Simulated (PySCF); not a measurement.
Computed IR spectrum (relative IR intensity) of a molecule CH6FNOSi2. Geometry optimised at PBE0-D3(BJ)/def2-SVP. Other conformers were not sampled. All values below come from PBE0-D3(BJ)/def2-SVP run with PySCF 2.14.0. Frequencies are harmonic and unscaled.

Lines under 2 % of the strongest are left out, and lines within 2 cm⁻¹ are merged.

```tsv
ν (cm⁻¹)	relative intensity
238	5.5
342	3.1
389	19
478	13
516	6.9
664	2.0
689	11
709	5.4
759	7.7
796	15
839	8.9
866	17
887	6.3
939	70
945	100
1003	31
1117	81
1132	61
1291	2.1
2213	46
2223	42
2329	39
3054	9.0
3115	3.3
3672	21
```

Question: Pick the molecule that these values belong to.
A) C[Si@@H]1N[Si@H](F)O1
B) F[Si@H]1N[SiH2]CO1
C) O[SiH2]/C=N/[SiH2]F
D) O[Si@H](F)/C=N/[SiH3]

Answer: B, F[Si@H]1N[SiH2]CO1
